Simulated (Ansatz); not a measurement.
Reaction: BGeH4F (SMILES F[BH][GeH3]) → BGeH3F (SMILES [BH]([GeH2])F, doublet) + H (doublet) (the Ge-H bond breaks)
Each species at its own B3LYP-D3(BJ)/def2-TZVP minimum (Ansatz, a quantum-chemistry and plane-wave program).

Quantity: bond dissociation energy (electronic), in kcal/mol. UHF or UKS for unpaired electrons; spin-orbit terms are left out. Cores are frozen in correlated methods (noble-gas shells, and filled d and f shells in the p block). No relativity. CBS(X,Y): correlation extrapolated as X^-3, Hartree-Fock from the larger set. A bracket is a step between two methods taken in the basis named. Double hybrids freeze cores in their MP2 part. Where a partner has so few electrons that a lower coupled-cluster level is exact, that level stands in.

CCSD(T)/CBS(cc-pVTZ,cc-pVQZ) + [CCSDT(Q) - CCSD(T)]/cc-pVDZ (Ansatz) gives 82.1 kcal/mol.

Task: What does PBE/def2-TZVPD (Ansatz) give here, and how do the other levels compare?

Result: PBE gives 76.5 kcal/mol, 5.6 kcal/mol below it. Differences of the others: B3LYP/def2-TZVPD (Ansatz) -1.9; PBE0/def2-TZVPD (Ansatz) -4.4; wB97M-V/def2-TZVPD (Ansatz) -0.6; B2PLYP/def2-TZVPD (Ansatz) -2.3; CCSD(T)/CBS(cc-pVTZ,cc-pVQZ) (Ansatz) 0.1 kcal/mol.
